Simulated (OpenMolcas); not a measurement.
# Co²⁺: effect of the active space

```yaml
Program: OpenMolcas 26.06
Method: SS-CASPT2, IPEA 0.25 Eh, imaginary shift 0.1 Eh
Basis: ANO-RCC-VQZP
Scalar_Hamiltonian: DKH2, point nucleus
Spin-orbit_coupling: state interaction with AMFI integrals over the reference wave functions, term energies averaged over their components
```

A. 7 electrons in 5 orbitals (3d); 2S+1 = 4 even, 10 roots; 2S+1 = 2 even, 40 roots; closed shells correlated: 3s 3p; CASPT2 step about 23 core-seconds
B. 7 electrons in 6 orbitals (3d 4s); 2S+1 = 4 even, 50 roots; 2S+1 = 6 even, 5 roots kept (CI in the orbitals of an earlier block); 2S+1 = 2 even, 110 roots kept (CI in the orbitals of an earlier block); closed shells correlated: 3s 3p; CASPT2 step roughly 100 core-seconds
C. 7 electrons in 10 orbitals (3d 4d); 2S+1 = 4 even, 10 roots; 2S+1 = 2 even, 40 roots; closed shells correlated: 3s 3p; CASPT2 step roughly 30 core-minutes

Energies in cm-1 above 3d7 4F 9/2, the measured ground level; measured values from Sugar and Corliss, J. Phys. Chem. Ref. Data 10, 1097 (1981).

| Level | A | B | C | Measured |
| --- | --- | --- | --- | --- |
| 3d7 4F 9/2 | 0.0 | 0.0 | 0.0 | 0.0 |
| 3d7 4F 7/2 | 826 | 890 | 802 | 841 |
| 3d7 4F 5/2 | 1431 | 1538 | 1389 | 1451 |
| 3d7 4F 3/2 | 1845 | 1980 | 1790 | 1867 |
| 3d7 4P 5/2 | 15510 | 15190 | 15470 | 15202 |
| 3d7 4P 3/2 | 15800 | 15370 | 15680 | 15428 |
| 3d7 4P 1/2 | 16180 | 15860 | 16080 | 15811 |
| 3d7 2G 9/2 | 16190 | 16380 | 17170 | 16978 |
| 3d7 2G 7/2 | 16970 | 17230 | 17940 | 17766 |
| 3d7 2P 3/2 | 21260 | 19250 | 20340 | 20195 |
| 3d7 2H 11/2 | 21950 | 22530 | 23250 | 22720 |
| 3d7 2P 1/2 | 22220 | 19950 | 21050 |  |
| 3d7 2D 5/2(1) | 22640 | 22510 | 23560 | 23059 |
| 3d7 2H 9/2 | 22650 | 23280 | 23910 | 23434 |
| 3d7 2D 3/2(1) | 24000 | 23730 | 24690 | 24237 |
| 3d7 2F 5/2 | 36870 | 36220 | 37540 | 37021 |
| 3d7 2F 7/2 | 37210 | 36600 | 37910 | 37316 |
| 3d7 2D 3/2(2) | 58350 | 56610 | 58660 |  |
| 3d7 2D 5/2(2) | 58750 | 57050 | 59160 |  |

Deviations, from unrounded energies. A percentage is the sum of absolute deviations over the sum of measured energies, with the sign that they share, or ± where signs differ.

```json
{"Against measurement": "mean absolute deviation (cm-1)", "Levels": "15", "A": "420", "B": "360", "C": "300"}
{"Against measurement": "fine structure of the ground term (%)", "Levels": "3", "A": "-1.4", "B": "+6.0", "C": "-4.3"}
{"Against measurement": "other terms of the ground configuration (%)", "Levels": "12", "A": "±2.3", "B": "±1.9", "C": "+1.6"}
```

C lies closest to measurement on these levels and A furthest from it. The largest miss of C in the table is 3d7 2F 7/2, by +590 cm-1. The ranking rests on the paired levels alone, and a cruder setting can come out closer through cancelling errors.

The two smallest mean deviations differ by little beside CASPT2's spread within terms, so their order carries little weight.

Among A to C the level of the table that moves most is 3d7 2P 1/2, by 2300 cm-1 (lowest in B, highest in A). Moves below CASPT2's spread within the term are not significant.

Term energies are means over components that CASPT2 splits; among the terms shown or strongly mixed into the levels shown the widest spread is 1300 cm-1 (3d7 2H, A). The CASPT2 spread within a term exceeds the gap to the next term for 3d7 2P and 3d7 2H, 3d7 2H and 3d7 2D(1), so the order of their levels is uncertain (figures for A; the like holds for B). Some levels mix across a computed gap that differs much from the measured one, so their mixing is not that of the real levels (holds for A). Terms from blocks run as CI alone lack orbitals of their own (holds for B). Active for correlation alone: 4d; no level in the range computed is led by a configuration that fills it, so any true level of that kind is missing (holds for C). Measured partners are found by configuration, term and J. A level has none where our copy of the source lacks it or the pairing is in doubt (some pairs that miss far off the trend of their configuration count as doubtful), and it then counts in no deviation. Levels of configurations outside the active space are missing. Levels that lie high or do not pair safely by name in every column are left out.

A number in round brackets counts repeated terms of one configuration in the order of the reference energies.
